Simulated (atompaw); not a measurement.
u(r) = r·R(r): atom against pseudo-atom (Pt)

Columns: radius, all-electron u(r) and pseudo u(r) of the 5d shell (level -6.17 eV) of platinum in the configuration [Kr] 4d10 4f14 5s2 5p6 5d9 6s1 6p0; PBEsol, scalar-relativistic, PAW (atompaw) scheme, atompaw 4.2.0.5.

```json
{"r (bohr)": "0.092", "all-electron": "0.2548", "pseudo": "0.0010"}
{"r (bohr)": "0.185", "all-electron": "0.0486", "pseudo": "0.0077"}
{"r (bohr)": "0.277", "all-electron": "-0.2958", "pseudo": "0.0249"}
{"r (bohr)": "0.369", "all-electron": "-0.3917", "pseudo": "0.0564"}
{"r (bohr)": "0.462", "all-electron": "-0.2694", "pseudo": "0.1045"}
{"r (bohr)": "0.554", "all-electron": "-0.0501", "pseudo": "0.1681"}
{"r (bohr)": "0.646", "all-electron": "0.1841", "pseudo": "0.2453"}
{"r (bohr)": "0.738", "all-electron": "0.3916", "pseudo": "0.3324"}
{"r (bohr)": "0.831", "all-electron": "0.5584", "pseudo": "0.4251"}
{"r (bohr)": "0.923", "all-electron": "0.6792", "pseudo": "0.5155"}
{"r (bohr)": "1.015", "all-electron": "0.7605", "pseudo": "0.5989"}
{"r (bohr)": "1.108", "all-electron": "0.8094", "pseudo": "0.6709"}
{"r (bohr)": "1.200", "all-electron": "0.8320", "pseudo": "0.7259"}
{"r (bohr)": "1.292", "all-electron": "0.8352", "pseudo": "0.7627"}
{"r (bohr)": "1.385", "all-electron": "0.8241", "pseudo": "0.7808"}
{"r (bohr)": "1.477", "all-electron": "0.8032", "pseudo": "0.7813"}
{"r (bohr)": "1.569", "all-electron": "0.7756", "pseudo": "0.7671"}
{"r (bohr)": "1.662", "all-electron": "0.7433", "pseudo": "0.7416"}
{"r (bohr)": "1.754", "all-electron": "0.7090", "pseudo": "0.7094"}
{"r (bohr)": "1.846", "all-electron": "0.6734", "pseudo": "0.6739"}
{"r (bohr)": "1.938", "all-electron": "0.6376", "pseudo": "0.6377"}
{"r (bohr)": "2.031", "all-electron": "0.6019", "pseudo": "0.6019"}
{"r (bohr)": "2.123", "all-electron": "0.5674", "pseudo": "0.5674"}
{"r (bohr)": "2.215", "all-electron": "0.5341", "pseudo": "0.5341"}
{"r (bohr)": "2.308", "all-electron": "0.5017", "pseudo": "0.5017"}
{"r (bohr)": "2.400", "all-electron": "0.4712", "pseudo": "0.4712"}
```

How many radial nodes do the two functions have?

The all-electron 5d function has n − l − 1 = 2; the pseudo-wave has 0, since the states of the same l below it are removed with the core.

At about which radius was the pseudo-wave matched?

2.00 bohr, where the columns begin to agree (steps of 0.09 bohr).

Where does each function peak?

Outermost all-electron maximum near 1.29 bohr, pseudo maximum near 1.48 bohr (to the table’s step).

Is the pseudo-wave norm-conserving?

No, it belongs to a PAW set: the norm inside the radius is not constrained, and the difference is carried by the augmentation charge.
